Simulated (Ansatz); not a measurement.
`[BH2][Al]([NH2])[NH2]` and `[NH2][Al]([NH2])[Cl]` differ in one atom or group.

Ansatz, PBE0-D4/def2-TZVP geometries, multiplicity 1. Each molecule was computed in one conformer, which needn't be the lowest.

```tsv
property	`[BH2][Al]([NH2])[NH2]`
HOMO–LUMO gap (PBE0/def2-TZVPP) / eV	4.57
LUMO energy (B3LYP/def2-TZVPP) / eV	-2.42
HOMO energy (PBE0/def2-TZVPP) / eV	-6.81
size of the dipole moment (PBE/def2-TZVPP) / D	1.13
HOMO–LUMO gap (ωB97M-V/def2-TZVPP) / eV	8.87
size of the dipole moment (B3LYP/def2-TZVPP) / D	0.98
```

Task: Give the same properties after the change, and the shifts. (Best estimate.)

Result: Ansatz gave: 
```
                                        property  `[NH2][Al]([NH2])[Cl]`  shift
            HOMO–LUMO gap (PBE0/def2-TZVPP) / eV                    7.18   2.61
             LUMO energy (B3LYP/def2-TZVPP) / eV                   -0.39   2.03
              HOMO energy (PBE0/def2-TZVPP) / eV                   -7.26  -0.45
  size of the dipole moment (PBE/def2-TZVPP) / D                    2.47   1.34
         HOMO–LUMO gap (ωB97M-V/def2-TZVPP) / eV                   11.07   2.20
size of the dipole moment (B3LYP/def2-TZVPP) / D                    2.48   1.50
```

With PBE0 the HOMO falls by 0.45 eV and the LUMO rises by 2.16 eV, so the gap widens by about 2.61 eV. PBE moves the HOMO by -0.37 eV and ωB97M-V by -0.47 eV. The zero-point energy changes by -46.3 kJ/mol with -6 modes. Dipoles are sizes alone; their direction can turn.

B3LYP here is the variant with VWN-RPA as its local correlation; programs differ in this.
